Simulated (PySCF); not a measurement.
# Si (silicon, neutral) across methods

[Ne] 3s1 3p3, high-spin 5S determinant (an excited configuration). All numbers are calculated (PySCF 2.14, the non-relativistic Hamiltonian (point nucleus), in def2-TZVPPD (6s5p4d1f, 48 functions)).

```
method  E (hartree)  mean ε 2p β (eV)  mean ε 3s α (eV)  mean ε 3p α (eV)  Σ⟨r²⟩ (bohr²)   ⟨S²⟩
 M06-L    -289.2086           -97.897           -12.908            -5.575          31.85  6.000
   UHF   -288.75515           -115.91           -19.672            -9.472          32.54  6.000
r2SCAN    -289.2085           -97.766           -13.126            -5.745          32.24  6.000
  PBE0    -289.1017           -101.10           -14.337            -6.542          32.26  6.000
   PBE    -289.0690           -95.805           -12.393            -5.429          32.40  6.000
   LDA    -288.0504           -95.911           -12.395            -5.455          32.76  6.000
 B3LYP    -289.2265           -100.26           -13.791            -6.137          32.45  6.000
```

Problem. Estimate the same row for M06-2X.

Solution. E (hartree) = -289.1848; mean ε 2p β (eV) = -106.36; mean ε 3s α (eV) = -15.415; mean ε 3p α (eV) = -7.269; Σ⟨r²⟩ (bohr²) = 32.56; ⟨S²⟩ = 6.000.
